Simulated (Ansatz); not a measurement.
`F[C@H]1C=CC[C@@H]1F`, charge 0, multiplicity 1.

(1) Give a relaxed structure at PBE0-D4/def2-TZVP (the Gaussian-basis code of Ansatz). (An estimate is asked.)

## Answers

(1) Computed: 
Z-matrix (Å, degrees):
```
C
C 1 1.491
C 1 1.533 2 104.4
F 1 1.393 2 110.5 3 118.3
H 1 1.094 2 114.6 3 -120.8
C 2 1.328 1 111.4 3 -8.1
H 2 1.082 1 122.6 3 173.2
F 3 1.386 1 108.7 2 -105.7
C 3 1.527 1 106.4 2 12.1
H 3 1.092 1 110.5 2 136.5
H 6 1.084 2 124.8 1 -178.6
H 9 1.093 3 109.5 1 -132.7
H 9 1.095 3 112.3 1 108.6
```
This is one stationary point; other conformers may exist.
